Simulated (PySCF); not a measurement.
Os(OH)3 (H₃O₃Os), SMILES [OH][Os]([OH])[OH] (connectivity only; charge and spin as stated), neutral, multiplicity 4.

Geometry optimised at PBE0-D3(BJ)/def2-SVP. The spin state was assumed, not searched. The def2 effective core potentials stand for the cores of Os; spin–orbit coupling is left out. The values are those of a single conformer.

Level of theory: ωB97X/def2-TZVPD (PySCF).

The molecule is in vacuum.

### Question
Estimate the frontier levels, dipole moment and polarisability. (An estimate is asked for; the answer gives what the named calculation found.)

### Answer

| Item | Value |
|---|---|
| α spin, highest occupied and lowest empty level | -9.33 and 0.25 eV |
| β spin, highest occupied and lowest empty level | -8.87 and -0.76 eV |
| dipole moment | 2.42 D |
| quadrupole, principal values (traceless, Buckingham form, about the centre of nuclear charge) | -6.24, 1.34, 4.90 D·Å |
| mean static polarisability | 56.3 bohr³ (8.35 Å³) |
| polarisability, principal values | 48.0, 53.3, 67.7 bohr³ |
| ⟨S²⟩ | 3.761 (pure state 3.75) |
